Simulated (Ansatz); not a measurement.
AlSi7H16⁻, a doped cluster cut from the lattice of silicon (Al on a surface site) was relaxed with PBE-D4 (def2-SVP) in Ansatz in these states: charge -1 singlet, neutral doublet. The geometries follow in no particular order.

A:

Cartesian coordinates in Å:
```
Si -0.532 2.193 -1.232
Si 1.821 -0.138 1.731
Si 0.854 -1.560 -1.857
Si -2.131 -0.474 1.248
Al 0.306 0.608 -2.973
Si 2.411 -1.523 -0.081
Si -2.406 1.533 0.044
Si -0.282 -0.554 2.704
H -1.028 3.529 -1.776
H 0.439 2.619 -0.142
H 2.837 -0.265 2.851
H 1.837 1.310 1.309
H 1.507 -2.594 -2.770
H -0.292 -2.342 -1.236
H -2.001 -1.639 0.300
H -3.354 -0.754 2.101
H 1.676 1.224 -3.607
H -0.890 0.339 -4.048
H 3.763 -0.998 -0.522
H 2.695 -2.887 0.523
H -2.856 2.563 1.065
H -3.623 1.279 -0.823
H -0.491 0.444 3.824
H -0.260 -1.916 3.367
```

B:

```xyz
24

Si    0.2343    0.0380    2.1913
Si    1.1107    1.8907   -1.4552
Si   -2.1973    0.1123    0.0988
Si    1.1403   -2.0611   -1.1706
Al   -2.2836    0.1659    2.6641
Si   -1.2190    1.8877   -1.1011
Si    1.1586   -1.8779    1.1785
Si    1.9514   -0.1486   -2.2793
H     0.6977    0.0403    3.6404
H     0.7213    1.3210    1.5730
H     1.3910    2.9660   -2.4771
H     1.8466    2.2561   -0.1947
H    -3.6980    0.1942   -0.1365
H    -1.7504   -1.2409   -0.3848
H    -0.2401   -2.3794   -1.6777
H     2.0354   -3.2257   -1.5194
H    -2.6594    1.6154    3.2374
H    -2.8843   -1.2152    3.2158
H    -1.6216    3.1705   -0.4157
H    -1.8679    1.8763   -2.4667
H     2.6080   -1.9190    1.6070
H     0.4724   -3.0813    1.7770
H     3.4550   -0.1240   -2.1632
H     1.5989   -0.2613   -3.7414
```

Judge from the bond lengths which geometry belongs to which state (an estimate).

A is the charge -1 singlet (Si3–Al5 2.499 Å, Si1–Al5 2.499 Å, Al5–H17 1.631 Å); B is the neutral doublet (Si3–Al5 2.567 Å, Si1–Al5 2.565 Å, Al5–H17 1.603 Å).
